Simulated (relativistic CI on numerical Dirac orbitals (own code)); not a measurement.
## Radial parameters of Au VII

Calculated at this level of theory: Dirac-Coulomb-Breit CI, orbitals from a KLI potential per configuration, QED by a radiative potential, unscaled Slater integrals (own radial code, finite nucleus).

Slater integrals F^k, G^k are unscaled and averaged over j, outside the closed core [Kr] 4d10 4f14; ζ comes from projecting the Hamiltonian with its Breit term on Σ l·s of the shell.

- 5s²5p⁶5d⁵: F^2(5d,5d) = 81044, F^4(5d,5d) = 54708, ζ(5d) = 6669 cm⁻¹; <r>(5d) = 1.303, <r^2>(5d) = 1.925 (bohr units).
- 5s²5p⁶5d⁴6s: F^2(5d,5d) = 81722, F^4(5d,5d) = 55196, ζ(5d) = 6944, G^2(5d,6s) = 24939 cm⁻¹; <r>(5d) = 1.291, <r^2>(5d) = 1.892, <r>(6s) = 1.972, <r^2>(6s) = 4.318 (bohr units).
- 5s²5p⁶5d⁴5f: F^2(5d,5d) = 81945, F^4(5d,5d) = 55366, ζ(5d) = 6995.9, F^2(5d,5f) = 47348, F^4(5d,5f) = 28729, G^1(5d,5f) = 49851, G^3(5d,5f) = 30612, G^5(5d,5f) = 21720, ζ(5f) = 85.699 cm⁻¹; <r>(5d) = 1.288, <r^2>(5d) = 1.882, <r>(5f) = 2.162, <r^2>(5f) = 5.349 (bohr units).

**Question.** Give the Racah parameters of the d shell in 5s²5p⁶5d⁵.

**Answer.** B = F²/49 − 5F⁴/441 = 1034 cm⁻¹ and C = 35F⁴/441 = 4342 cm⁻¹.

In this model ζ of a weakly bound d, f or g electron outside closed shells comes out too small, for d by up to a factor of two or three and at times with the wrong sign; that of an outer p electron is too small as well.

Averages of the first 10 configurations, taken without configuration mixing, which lowers the lowest level and can move excited configurations by several eV; other configurations of the list can lie among them:

| Configuration | Parity | States | Average energy above the lowest level (eV) |
| --- | --- | --- | --- |
| 5s²5p⁶5d⁵ | even | 252 | 7.5 |
| 5s²5p⁶5d⁴6s | even | 420 | 26.4 |
| 5s²5p⁶5d⁴5f | odd | 2940 | 55.4 |
| 5s²5p⁶5d⁴6p | odd | 1260 | 39.7 |
| 5s²5p⁵5d⁶ | odd | 1260 | 71.4 |
| 5s²5p⁶5d⁴5g | even | 3780 | 73.9 |
| 5s²5p⁶5d⁴6d | even | 2100 | 56.4 |
| 5s²5p⁶5d⁴7s | even | 420 | 60.1 |
| 5s²5p⁶5d³6s6p | odd | 1440 | 60.1 |
| 5s²5p⁶5d⁴7p | odd | 1260 | 65.6 |
